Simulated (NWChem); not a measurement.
Species: CF cation, singlet

Results from NWChem. Pople sets run with spherical d functions. Low-valent species are run as closed-shell singlets; no triplet was tried in these runs. All runs use the structure optimised with B3LYP/6-31G* (spherical d). Level: M06-2X/6-31G* with SMD (1 M gas to 1 M solution), gas-phase geometry. Reactions with the solvent are ignored.

Q: Among these, which solvent gives the highest value of “cavity-dispersion-structure term (kcal/mol)”?
(A) toluene
(B) 1-octanol
(C) water
(D) benzene

A: C, water. Values: benzene 4.4; toluene 4.4; 1-octanol 5.6; water 6.2
